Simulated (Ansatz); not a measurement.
Coupled-cluster run, CH4B2OSi.

```yaml
crystal:
  periodic: [false, false, false]
  atoms:
    - {symbol: B, position_ang: [-0.956850, 0.955985, -0.942902]}
    - {symbol: B, position_ang: [0.235905, 0.068654, -0.224217]}
    - {symbol: Si, position_ang: [-0.082702, -0.873633, 1.334432]}
    - {symbol: C, position_ang: [1.598119, -0.047251, -0.737867]}
    - {symbol: O, position_ang: [2.661166, -0.135636, -1.141369]}
    - {symbol: H, position_ang: [-2.048765, 0.995043, -0.448557]}
    - {symbol: H, position_ang: [-0.784123, 1.575146, -1.954172]}
    - {symbol: H, position_ang: [-1.408376, -0.869000, 1.997036]}
    - {symbol: H, position_ang: [0.874126, -1.715508, 2.100516]}
basis:
  gaussian: {orbitals: def2-TZVPP}
correlation: {method: ccsd_t}
output: {orbitals: {seedname: orbitals}}
```

```sh
$ ansatz run in.yaml --threads 2 --pin off --events-out ev --progress --plain --max-ram 4352MiB
```

The program prints (abridged):

```
Functional definition: HF
1333 factors; integrals over basis functions are off by at most 8.9e-4 eV
mean field evaluation 1: about -12332.8608 eV, gradient 3.3e1 eV
mean field evaluation 2: about -12333.1228 eV, gradient 3.3e1 eV
mean field evaluation 4: about -12336.3748 eV, gradient 5.1e0 eV
mean field evaluation 8: about -12336.4742 eV, gradient 4.6e-1 eV
mean field evaluation 16: about -12336.4765 eV, gradient 2.1e-6 eV
mean field -12336.47650558 eV, -453.3571496161 hartree, gradient 2.1e-6 eV, S^2 0.000000; 1 other end points of the search recorded, 0 dependent functions left out; unrestricted orbitals would lower it
9 core orbitals not correlated: weight in the atoms' cores, before any rotation towards them, 1.000 or more for the frozen orbitals, at most 0.000 for the correlated occupied ones
reference -12336.47650558 eV, -453.3571496161 hartree; 12, 12 occupied and 201, 201 virtual orbitals, 1333 factors
second order -19.00250410 eV of doubles, -0.00000000 eV of singles
cycle   1  -19.05647197 eV  change   -5.4e-2 eV  update   1.4e-1
cycle   2  -19.69356419 eV  change   -6.4e-1 eV  update   4.7e-2
cycle   3  -19.87055813 eV  change   -1.8e-1 eV  update   2.4e-2
cycle   4  -19.85458427 eV  change    1.6e-2 eV  update   6.7e-3
cycle   5  -19.85155149 eV  change    3.0e-3 eV  update   3.6e-3
cycle   6  -19.85258884 eV  change   -1.0e-3 eV  update   1.4e-3
cycle   7  -19.85221937 eV  change    3.7e-4 eV  update   8.9e-4
cycle   8  -19.85218811 eV  change    3.1e-5 eV  update   2.6e-4
cycle   9  -19.85240889 eV  change   -2.2e-4 eV  update   1.1e-4
cycle  10  -19.85239800 eV  change    1.1e-5 eV  update   3.1e-5
cycle  11  -19.85238637 eV  change    1.2e-5 eV  update   1.4e-5
perturbative correction -1.04457310 eV, -0.0383873533 hartree
Total energy: -12357.37346505 eV, -454.1250987121 hartree
```

Hardware: 2 threads of an Intel Xeon Platinum 8259CL on a shared host. Wall time 77 s, peak host memory 3.5 GiB.

The correlation energy is -20.897 eV, 5.0 % of it from (T); the T1 diagnostic reads 0.0186.
